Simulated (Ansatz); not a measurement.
The cluster In₂Se₃⁻. Total charge -1; doublet. Geometry PBE-D4/def2-SVPD; atoms count from 1.

```xyz
5

In   -0.138    1.265   -0.727
In    0.103   -1.348    0.593
Se    0.472    0.946    1.833
Se    0.071   -3.759    0.780
Se   -0.508    2.896   -2.478
```

In the def2 sets In takes a core potential; there is no spin–orbit coupling. Another isomer (doublet) lies 0.42 eV lower at PBE0-D4/def2-TZVPD; other spin states weren't run for this one.

Estimate the Mulliken populations from the PBE0/def2-TZVPD orbitals of Ansatz.


| atom | charge (e) | spin (α − β) |
| --- | --- | --- |
| In1 | 0.54 | 0.16 |
| In2 | 0.56 | 0.14 |
| Se3 | -0.65 | 0.33 |
| Se4 | -0.72 | 0.18 |
| Se5 | -0.73 | 0.20 |
Mulliken values and Mayer orders depend strongly on the basis. With diffuse functions, as here, like atoms can get unlike values, and bond orders can come out too low or too high.

Where does the spin sit?

Summed by element: In 0.29, Se 0.71, of 1 unpaired in all. Largest on single atoms: Se3 0.33, Se5 0.20, Se4 0.18.

And the Mayer bond orders between bonded heavy atoms (over 0.3)?

In1–In2 0.61 (2.94 Å); In1–Se3 0.81 (2.65 Å); In1–Se5 1.50 (2.42 Å); In2–Se3 0.83 (2.63 Å); In2–Se4 1.50 (2.42 Å).
